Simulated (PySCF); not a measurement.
SMILES FC(F)(F)[Si](F)(C(F)(F)F)C, PBE0/def2-SVP optimised geometry.

```
14

C     -1.01     1.20     0.00
Si    -0.34    -0.52     0.00
F     -0.80    -1.35     1.31
C      1.59    -0.52     0.00
F      2.11    -1.75     0.01
F      2.06     0.13     1.08
F      2.05     0.12    -1.09
C     -0.94    -1.52    -1.53
F     -2.28    -1.56    -1.56
F     -0.54    -0.92    -2.67
F     -0.49    -2.77    -1.55
H     -0.68     1.74    -0.90
H     -0.66     1.75     0.89
H     -2.11     1.18     0.01
```

Density from PBE0/def2-TZVP in PySCF at that geometry.

Minimum of the electron density along straight lines between bonded atoms, close to the bond critical point (lines longer than 1.1 times the sum of covalent radii, or with two minima, are not listed):

```tsv
bond	length / Å	ρ at the minimum / e bohr⁻³	∇²ρ there / e bohr⁻⁵	position (fraction from the first atom)
C1–Si2	1.842	0.132	…	0.61
Si2–F3	1.621	0.133	0.90	0.42
Si2–C4	1.926	0.121	0.15	0.38
C4–F5	1.334	0.286	-0.35	0.34
C4–F6	1.342	0.281	-0.37	0.34
C4–F7	1.343	0.280	-0.37	0.34
Si2–C8	1.926	0.121	0.15	0.38
C8–F9	1.342	0.281	-0.37	0.34
C8–F10	1.343	0.280	-0.37	0.34
C8–F11	1.334	0.286	-0.37	0.34
C1–H12	1.101	0.266	-0.87	0.64
C1–H13	1.100	0.267	-0.88	0.65
C1–H14	1.100	0.267	-0.88	0.65
```

### Question
Fill in the missing entries.

### Answer

- C1–Si2, ∇²ρ there / e bohr⁻⁵: 0.19
